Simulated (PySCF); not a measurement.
## How methods differ on the excitation energy of C²⁺

C²⁺ [He] 2s2 (1S) → C²⁺ [He] 2s1 3d1 (3D), as a difference of total energies. All numbers are calculated (PySCF 2.14, scalar relativity by spin-free X2C-1e, in x2c-QZVPPall with one added diffuse shell each of s, p, d, f type (8s5p4d3f1g, 73 functions)). Correlated levels: valence and next inner shell: nothing frozen. The calculations carry no spin-orbit coupling.

```csv
method,excitation energy (eV)
UHF,31.701
MP2 (valence and next inner shell),32.811
SCS-MP2 (valence and next inner shell),33.147
CCSD (valence and next inner shell),33.415
CCSD(T) (valence and next inner shell),33.424
```

**Question.** How much does correlation contribute at CCSD(T) (valence and next inner shell)?

**Answer.** 33.424 − (31.701) = 1.723 eV, measured against UHF.

The promoted electron is Rydberg-like, and one or two diffuse shells describe it only roughly, which tends to raise the upper state.
